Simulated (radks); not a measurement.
Results of a calculation; reference values are marked as such.
Problem. The table gives one normalised radial function P(r) = r R(r) (large component) of Cd2+ in [Kr] 4d10 (r in bohr). Code: a radial shooting solver on a logarithmic mesh with Libxc functionals. Model: Dirac Kohn-Sham, PBE, spin-unpolarised, spherical densities, finite nucleus; Fermi nuclear charge, rms radius 4.6087 fm.

r           P
0.001046   0.0006
0.001395   0.0009
0.001861   0.0013
0.002502   0.0020
0.003337   0.0030
0.004451   0.0047
0.005936   0.0073
0.007917   0.0114
0.01064    0.0179
0.0142     0.0276
0.01894    0.0415
0.02526    0.0603
0.03368    0.0833
0.04493    0.1064
0.0604     0.1208
0.08056    0.1105
0.1075     0.0607
0.1433    -0.0306
0.1911    -0.1335
0.257     -0.1823
0.3428    -0.1081
0.4572     0.0779
0.6097     0.2577
0.8132     0.2733
1.093      0.0571
1.458     -0.2754
1.945     -0.5574
2.594     -0.6573
3.46      -0.5412
4.652     -0.2953
6.205     -0.1028
8.275     -0.0204

Which n and l does it have? It may be an empty orbital.

Solution. n = 5, l = 1: the number of nodes gives n - l - 1 = 3, the rise at small r points to l (for j = l - 1/2 the large component starts outside the nucleus as r^gamma with gamma = sqrt(l^2 - (Z/c)^2) = 0.94 and the r^(l+1) term takes over further out; the orbital of l - 1 with the same j starts with the same power, but with a larger coefficient, and does not steepen), and the extent must fit the shell. The curve is that of 5p1/2; the two j differ most near the nucleus, where j = l - 1/2 has the larger amplitude, and in heavy atoms j = l - 1/2 is also the more compact. 5p1/2 (empty): eigenvalue -14.925 eV, 3 radial nodes at r = 0.132, 0.410, 1.15 bohr, <r> = 2.95 bohr, 90 % of the charge inside 4.32 bohr.
